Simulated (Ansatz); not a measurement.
`FC[SiH2][SnH2][F]` + `FCS` → `[F][SnH2][SH]` + `FC[SiH2]CF`  (formal exchange of groups at the Sn–Si bond)

Isolated molecules relaxed with PBE0-D4/def2-TZVP in Ansatz; ΔE leaves out vibrations. CBS: MP2 limit from def2 TZ/QZ plus the TZ coupled-cluster correction, frozen cores. DFT in def2-TZVPP. def2 core potentials past Kr. For Sn outer-core shells are correlated without core-valence functions, which leaves a few kJ/mol of doubt a bond. One conformer a species, not always the lowest.

| species | PBE0-D4 energy (Eh) |
| --- | --- |
| `FC[SiH2][SnH2][F]` | -744.96680 |
| `FCS` | -537.72724 |
| `[F][SnH2][SH]` | -714.01479 |
| `FC[SiH2]CF` | -568.70134 |

(1) Work out ΔE.

Largest T1 diagnostic among the species: 0.013.

## Answers

(1) ΔE = (-714.01479) + (-568.70134) − (-744.96680) − (-537.72724) = -0.02209 Eh = -0.60 eV. CCSD(T)/CBS gives -0.69 eV.

From PBE to PBE0 (25 % exact exchange), in def2-TZVPP and without D4, ΔE moves by −0.04 eV. In def2-TZVPP, CCSD(T) changes the Hartree–Fock value by +0.10 eV (the triples alone add +0.01 eV) and MP2 by +0.07 eV.
